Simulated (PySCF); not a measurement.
# SMILES COc1ccpcc1, C6H7OP

Molfile (atoms numbered from 1):
```
C6H7OP
     RDKit          3D

 15 15  0  0  0  0  0  0  0  0999 V2000
    2.4600    0.1469   -0.1071 C   0  0  0  0  0  0  0  0  0  0  0  0
    1.4143   -0.7907   -0.1643 O   0  0  0  0  0  0  0  0  0  0  0  0
    0.1252   -0.3608   -0.0501 C   0  0  0  0  0  0  0  0  0  0  0  0
   -0.8272   -1.3818   -0.1239 C   0  0  0  0  0  0  0  0  0  0  0  0
   -2.1805   -1.1753   -0.0328 C   0  0  0  0  0  0  0  0  0  0  0  0
   -2.9579    0.3632    0.1907 P   0  0  0  0  0  0  0  0  0  0  0  0
   -1.5558    1.3773    0.2412 C   0  0  0  0  0  0  0  0  0  0  0  0
   -0.2429    0.9687    0.1253 C   0  0  0  0  0  0  0  0  0  0  0  0
    2.4836    0.6684    0.8556 H   0  0  0  0  0  0  0  0  0  0  0  0
    3.3760   -0.4303   -0.2247 H   0  0  0  0  0  0  0  0  0  0  0  0
    2.3901    0.8799   -0.9175 H   0  0  0  0  0  0  0  0  0  0  0  0
   -0.4451   -2.3843   -0.2615 H   0  0  0  0  0  0  0  0  0  0  0  0
   -2.8311   -2.0382   -0.1049 H   0  0  0  0  0  0  0  0  0  0  0  0
   -1.7377    2.4364    0.3767 H   0  0  0  0  0  0  0  0  0  0  0  0
    0.5246    1.7285    0.1754 H   0  0  0  0  0  0  0  0  0  0  0  0
  1  2  1  0
  2  3  1  0
  3  4  2  0
  4  5  1  0
  5  6  2  0
  6  7  1  0
  7  8  2  0
  8  3  1  0
  1  9  1  0
  1 10  1  0
  1 11  1  0
  4 12  1  0
  5 13  1  0
  7 14  1  0
  8 15  1  0
M  END
```

Computed with GIAO B97-2/6-31G magnetisability, rotational g tensor and spin-rotation constants, non-relativistic, gas phase (PySCF). Geometry: GFN2-xTB.

(1) Give the nuclear spin-rotation constants along the inertial axes (H = +C I·J) beside the isotropic shieldings.

Answers

(1) Rotational constants 4.6023, 1.1362, 0.9166 GHz. A star marks the isotopologue with that one atom substituted, in its own axes.
| atom | isotope | Caa (kHz) | Cbb (kHz) | Ccc (kHz) | mean (kHz) | σ (ppm) |
| --- | --- | --- | --- | --- | --- | --- |
| P6 | 31P | 9.759 | 2.708 | 0.767 | 4.411 | 239.9 |
| H9 | 1H | -0.465 | -0.077 | -0.009 | -0.184 | 29.1 |
| H10 | 1H | 0.096 | -0.095 | -0.097 | -0.032 | 28.6 |
| H11 | 1H | -0.465 | -0.077 | -0.009 | -0.184 | 29.1 |
| H12 | 1H | -0.321 | 0.082 | -0.096 | -0.112 | 25.2 |
| H13 | 1H | -0.170 | 0.073 | -0.098 | -0.065 | 23.8 |
| H14 | 1H | -0.389 | 0.130 | -0.098 | -0.119 | 23.7 |
| H15 | 1H | -0.113 | 0.022 | -0.103 | -0.065 | 25.7 |
| C1 | 13C* | 0.763 | 0.184 | 0.168 | 0.371 | 148.1 |
| O2 | 17O* | -0.737 | -0.211 | -0.066 | -0.338 | 225.6 |
| C3 | 13C* | 2.065 | 0.422 | 0.146 | 0.877 | 47.2 |
| C4 | 13C* | 1.501 | 0.452 | 0.091 | 0.681 | 81.1 |
| C5 | 13C* | 2.009 | 0.525 | 0.075 | 0.870 | 46.3 |

For the geometry as given, no vibrational averaging.
